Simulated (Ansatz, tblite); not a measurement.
Cost and result up the ladder for LiSn2 (3 atoms). Total charge 0; doublet. Geometry: PBE-D4/def2-TZVP.

```xyz
3

Li    0.008   -1.603    0.466
Sn   -0.463    1.141    0.944
Sn    0.455    0.462   -1.410
```

Ansatz on 4 threads of Arm Neoverse V1 on a shared host; xTB runs through tblite on one thread. Times are rough, summed over both states, and most runs start from the orbitals of an earlier one. No level here is sound enough to serve as a yardstick. The other state is a triplet.

In the def2 sets Sn takes a core potential; there is no spin–orbit coupling. The xTB rows come from tblite. HOMO above LUMO, or a gap near zero within one spin, warns that the state may not be the lowest or that an electron is smeared out. The structure comes from a short search, and lower isomers may exist.

Raw xTB energies of ions are shifted by several eV, and xTB has no spin-polarisation term.

| level | functions | wall time |
| --- | --- | --- |
| GFN1-xTB | 22 | 0.004 s |
| GFN2-xTB | 22 | 0.004 s |
| PBE-D4/def2-TZVP | 114 | 5 s |
| r2SCAN-D4/def2-TZVP | 114 | 14 s |

Q: Estimate what each level gives for the vertical IE (eV).

A: 
| level | vertical IE (eV) | remarks |
| --- | --- | --- |
| GFN1-xTB | 11.99 | – |
| GFN2-xTB | 10.73 | – |
| PBE-D4/def2-TZVP | 6.29 | gap within one spin near zero (doublet) |
| r2SCAN-D4/def2-TZVP | 6.26 | – |
